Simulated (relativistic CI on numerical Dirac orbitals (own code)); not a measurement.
## The spin-orbit constant of In⁴⁺ from its measured fine structure

Problem. The ground term ²D of In⁴⁺ (4s²4p⁶4d⁹) has the measured levels J = 3/2: 7171.8, J = 5/2: 0.0 cm⁻¹ (measured levels as listed in Gamrath, thesis, University of Mons (2023)). Test the interval rule and estimate ζ(4d).

Working.
1. In LS coupling E(J) − E(J − 1) = AJ. The intervals give A = -2868.7 (J = 5/2) cm⁻¹.
2. A doublet has one interval, so the rule cannot be tested.
3. The whole width divided by the sum of the upper J values gives a mean A = -2868.7 cm⁻¹.
4. For the Hund term of a shell that is more than half full, A = −ζ/2S with 2S = 1, so ζ = 2869 cm⁻¹.

Check. The value calculated from Dirac-Coulomb-Breit radial functions of this configuration is ζ = 2785 cm⁻¹, 3 % below the estimate from measurement. The same recipe applied to the calculated levels returns 2798 cm⁻¹, which shows the bias of the recipe itself.
